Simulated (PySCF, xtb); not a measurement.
H₄MgOSi, SMILES [OH][Mg][SiH3].

GFN2-xTB run with xtb at its own geometry gives an orbital gap of 3.36 eV and a dipole moment of 2.44 D.

Geometry: ωB97X-D3(BJ)/def2-TZVP. The values are those of a single conformer.

Problem. What does M06-2X/def2-TZVPD (PySCF) give? (An estimate is asked for; the answer gives what the named calculation found.)

Solution. gap 7.56 eV (levels -8.23 and -0.67 eV), dipole 0.63 D.
